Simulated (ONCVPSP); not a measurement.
u(r) = r·R(r): atom against pseudo-atom (calcium)

Columns: radius, all-electron u(r) and pseudo u(r) of the 3s shell (level -48.45 eV) of calcium in the configuration [Ne] 3s2 3p6 4s1 4p1; PBE, scalar-relativistic, ONCV scheme, ONCVPSP 4.0.1.

| r (bohr) | all-electron | pseudo |
| --- | --- | --- |
| 0.098 | 0.0211 | 0.0544 |
| 0.195 | -0.4664 | 0.1240 |
| 0.292 | -0.4940 | 0.2196 |
| 0.390 | -0.2225 | 0.3449 |
| 0.488 | 0.1397 | 0.4917 |
| 0.585 | 0.4708 | 0.6439 |
| 0.682 | 0.7281 | 0.7855 |
| 0.780 | 0.9033 | 0.9016 |
| 0.878 | 1.0008 | 0.9794 |
| 0.975 | 1.0351 | 1.0144 |
| 1.072 | 1.0232 | 1.0100 |
| 1.170 | 0.9788 | 0.9726 |
| 1.268 | 0.9139 | 0.9120 |
| 1.365 | 0.8385 | 0.8381 |
| 1.463 | 0.7577 | 0.7576 |
| 1.560 | 0.6776 | 0.6775 |
| 1.658 | 0.5997 | 0.5997 |
| 1.755 | 0.5275 | 0.5275 |
| 1.852 | 0.4612 | 0.4611 |
| 1.950 | 0.4005 | 0.4004 |
| 2.047 | 0.3468 | 0.3468 |
| 2.145 | 0.2987 | 0.2987 |
| 2.242 | 0.2569 | 0.2569 |
| 2.340 | 0.2200 | 0.2200 |
| 2.438 | 0.1879 | 0.1879 |
| 2.535 | 0.1604 | 0.1604 |

How many radial nodes do the two functions have?

The all-electron 3s function has n − l − 1 = 2; the pseudo-wave has 0, since the states of the same l below it are removed with the core.

At about which radius was the pseudo-wave matched?

1.50 bohr. The columns agree to 0.0005 from 1.36 bohr on; several derivatives are matched, so the curves merge somewhat inside the radius.

Is the pseudo-wave norm-conserving?

Yes: the ONCV scheme keeps the norm inside the radius equal to the all-electron one, which fixes the energy derivative of the logarithmic derivative at the level.
